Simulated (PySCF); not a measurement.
Working with the constants of InSi

UHF-CCSD(T) constants of InSi, ⁴Σ⁻ (quartet), unpaired electrons σ ↑, π ↑↑ (basis In def2-SVPD with ECP28, Si def2-SVPD; scalar-relativistic core potentials; PySCF 2.14; masses 114.9039 and 27.9769 u):

| Item | Value |
| --- | --- |
| ωe | 256.4 cm⁻¹ |
| ωexe | 0.898 cm⁻¹ |
| Be | 0.10648 cm⁻¹ |
| αe | 0.000563 cm⁻¹ |
| De to In + Si | 2.05 eV |

Q: What force constant and bond length do these constants imply?

A: Reduced mass μred = 22.499 u; k = 5.8918×10⁻⁷·μred·ωe² (u, cm⁻¹, mdyn/Å) = 0.871 mdyn/Å; Re = √(16.8576/(μred·Be)) (u, cm⁻¹, Å) = 2.653 Å.

Q: Estimate the centrifugal constant D from the Kratzer relation and find the Dunham coefficient a1.

A: D = 4Be³/ωe² = 7.35e-08 cm⁻¹; a1 = −1 − αeωe/(6Be²) = -3.12.

Correlated steps freeze 9 core orbitals. Correlated levels converge slowly with the basis: in double zeta they bind strong bonds too weakly, by up to about 1 eV, and carry superposition errors of some tenths. These are scalar-relativistic numbers at best; spin–orbit coupling would shift them, the dissociation energy most. The state was picked by a PBE0 search and need not be the measured ground state.
